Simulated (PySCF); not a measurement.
Bonds (- single, = double, # triple, : aromatic): C1-C2, C2-Ge3, Ge3-C4, C4-C5, Ge3-C6, C6-C7, Ge3-C8, C8-C9. C1 carries H10, H11, H12; C2 carries H13, H14; C4 carries H15, H16; C5 carries H17, H18, H19; C6 carries H20, H21; C7 carries H22, H23, H24; C8 carries H25, H26; C9 carries H27, H28, H29.

Geometry: PBE0-D3(BJ)/def2-SVP; GIAO shifts from PySCF, gas phase, non-relativistic, averaged over equivalent atoms.

At PBE0/pcSseg-1 (277 basis functions, 98 s wall time on 1 thread of an Arm Neoverse V1, shared host):
```
                                          atoms  δ (ppm)
                                    C1/C5/C7/C9      9.9
                                    C2/C4/C6/C8      2.8
                                            Ge3     12.1
H10/H11/H12/H17/H18/H19/H22/H23/H24/H27/H28/H29     1.01
                H13/H14/H15/H16/H20/H21/H25/H26     0.57
```

References, each an isolated molecule treated in the same way: TMS for $^{13}$C (σref 184.41) and $^{1}$H (σref 31.27); $^{73}$Ge (σref 1330.28) against GeMe4.

What do these become at B97-2/pcSseg-1?

Answers


```tsv
atoms	δ at B97-2/pcSseg-1	change
C1/C5/C7/C9	10.7	+0.8
C2/C4/C6/C8	3.9	+1.1
Ge3	11.8	-0.3
H10/H11/H12/H17/H18/H19/H22/H23/H24/H27/H28/H29	1.02	+0.01
H13/H14/H15/H16/H20/H21/H25/H26	0.58	+0.01
```

References, each an isolated molecule treated in the same way: TMS for $^{13}$C (σ = 183.69 ppm) and $^{1}$H (σ = 31.38 ppm); $^{73}$Ge (σ = 1321.30 ppm) vs GeMe4.

The largest change is at C2/C4/C6/C8 (sp3 CH2 bonded to Ge). Cost: 277 basis functions, 100 s wall time on 1 thread of an Arm Neoverse V1, shared host.

Relativistic effects, spin–orbit coupling among them, are left out; they matter for Ge and for the light atoms bonded to it.
